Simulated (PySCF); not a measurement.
A geometry optimisation on `[SiH3]C[SiH2]Br`.

Computed with PBE0-D3(BJ)/def2-SVP geometry optimisation, gas phase (PySCF 2.14.0). Start geometry: GFN2-xTB. The input is one job of a driver script: a line of settings, then coordinates in Å.

Input:
```
{"job": {"xc": "PBE0", "basis": "def2-SVP", "d3": "d3bj", "grid": 1, "maxiter": 30, "shake": 0.01, "kind": "geom"}, "charge": 0, "multiplicity": 1}
Si     1.516980     0.377350     0.493390
C      0.287640    -0.349290    -0.782330
Si    -1.548470    -0.071020    -0.381270
Br    -2.716340    -1.011950    -1.979280
H      1.260200     1.839460     0.553590
H      1.228850    -0.195180     1.794320
H      2.878240     0.126330     0.068380
H      0.499820    -1.411040    -0.869470
H      0.506580     0.081190    -1.745160
H     -1.951870    -0.743930     0.858340
H     -1.923510     1.332220    -0.391920
```

Output:
```
step   0  E = -3194.39082295  max force = 0.026156
step   1  E = -3194.39385980  max force = 0.010949
step   2  E = -3194.39578713  max force = 0.003401
step   3  E = -3194.39601420  max force = 0.001556
step   4  E = -3194.39604496  max force = 0.001491
step   5  E = -3194.39604382  max force = 0.000979
step   6  E = -3194.39604124  max force = 0.000887
step   7  E = -3194.39604619  max force = 0.000681
step   8  E = -3194.39605175  max force = 0.000554
step   9  E = -3194.39605854  max force = 0.000495
step  10  E = -3194.39606667  max force = 0.000403
optimisation converged
```

Energies in Eh; «max force» is the largest Cartesian gradient component in Eh/bohr.

**Question.** Give the first gradient maximum in eV/Å.

**Answer.** With 1 Eh/bohr = 51.422 eV/Å, 1.345 eV/Å.

Summary of the converged run: final energy -3194.39607 Eh after 10 steps; dipole 1.46 D.

Run on one thread of an Arm Neoverse V1, on a shared host.
Labels such as C1 count atoms from 1, the log's own numbers from 0.
